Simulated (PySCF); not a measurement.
## From computed data to an observable: refractive index and permittivity of the vapour

C3H7S, SMILES [CH2]SCC, multiplicity 2.

Geometry optimised at PBE0-D3(BJ)/def2-SVP. The isomer is the one that the SMILES or the coordinates give; other isomers of the formula were not compared. One conformer was computed; it need not be the lowest.

PBE/def2-TZVP in PySCF gives a mean static polarisability of 58.6 bohr³ and a dipole moment of 1.48 D. Take an ideal gas at 298.15 K and 1 bar, whether or not the substance is that volatile.

Problem. Work out n − 1 in the optical limit and the static ε − 1.

Solution. 
Polarisability volume α' = 58.6 × 0.148185 = 8.68 Å³. Number density N = p/kT = 2.43e-5 Å⁻³.
Dilute limit of Lorentz–Lorenz: n − 1 = 2π N α' = 0.0013.
Orientation term of Debye: μ²/(3kT) = 8.098 Å³ × μ²(D²) = 17.74 Å³.
ε − 1 = 4π N (α' + μ²/3kT) = 0.0081. Orientation of the dipole supplies 67 % of the static response; it can't follow optical fields. Vibrational polarisation and dispersion are left out.
